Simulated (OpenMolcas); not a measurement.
**P: effect of the level shift or regulariser**

- Program: OpenMolcas
- Basis: ANO-RCC [8s7p5d4f2g]
- Scalar Hamiltonian: DKH2, point nucleus
- Active space: 5 electrons in 8 orbitals (3s 3p 4s 4p)
- State averaging: 2S+1 = 4 odd, 1 root; 2S+1 = 2 odd, 8 roots; 2S+1 = 4 even, 3 roots; 2S+1 = 2 even, 9 roots
- Spin-orbit coupling: state interaction with AMFI integrals over the reference wave functions, term energies averaged over their components

Methods on the same reference wave functions:
A. CASSCF
B. SS-CASPT2, IPEA 0.25 Eh, imaginary shift 0.1 Eh (closed shells correlated: 2s 2p)
C. SS-CASPT2, IPEA 0.25 Eh, imaginary shift 0.3 Eh (closed shells correlated: 2s 2p)

Energies in cm-1 above 3s2 3p3 4S* 3/2, the measured ground level; measured values from NIST Handbook of Basic Atomic Spectroscopic Data.

```
          Level      A      B      C  Measured
3s2 3p3 4S* 3/2    0.0    0.0    0.0       0.0
3s2 3p3 2D* 3/2  14644  11820  11840     11361
3s2 3p3 2D* 5/2  14665  11840  11850     11377
3s2 3p3 2P* 1/2  19539  18980  18990     18723
3s2 3p3 2P* 3/2  19552  18990  19000     18748
```

Deviations, from unrounded energies. A percentage is the sum of absolute deviations over the sum of measured energies, with the sign that they share, or ± where signs differ.

| Against measurement | Levels | A | B | C |
| --- | --- | --- | --- | --- |
| mean absolute deviation (cm-1) | 4 | 2000 | 360 | 370 |
| other terms of the ground configuration (%) | 4 | +13.6 | +2.4 | +2.4 |

B, C lie about equally close to measurement and A furthest from it. The largest miss of B in the table is 3s2 3p3 2D* 5/2, by +460 cm-1. The ranking rests on the paired levels alone, and a cruder setting can come out closer through cancelling errors.

Between B and C the level of the table that moves most is 3s2 3p3 2D* 5/2, by 16 cm-1 (lowest in B, highest in C). Moves below CASPT2's spread within the term are not significant.

The mean deviations of B to C differ by less than CASPT2's widest spread within a term (120 cm-1), so their order carries little weight.

From A to B the spin-free energies of the other terms of 3s2 3p3 shown, above 4S*, scale by factors of 0.81 to 0.97.

The lowest spin-free term lies below A's lowest term by 0.245 hartree in B, 0.245 hartree in C.

Term energies are means over components that CASPT2 splits; among the terms shown or strongly mixed into the levels shown the widest spread is 120 cm-1 (3s2 3p3 2D*, B). The run also gave levels led by 3s2 3p2 4s, which use shells meant for correlation; these and all levels above them are left out. No level of 3s 3p4 was computed, though it lies in the active space. Without dynamic correlation excited terms often stand tens of per cent too high (terms of higher spin than the ground term too low), and those without a measured partner can miss by more than the paired ones (holds for A). Measured partners are found by configuration, term and J. A level has none where our copy of the source lacks it or the pairing is in doubt (some pairs that miss far off the trend of their configuration count as doubtful), and it then counts in no deviation. Only configurations of the active space appear. The table leaves out levels that lie high or whose names do not pair safely across all columns.

* marks odd parity.
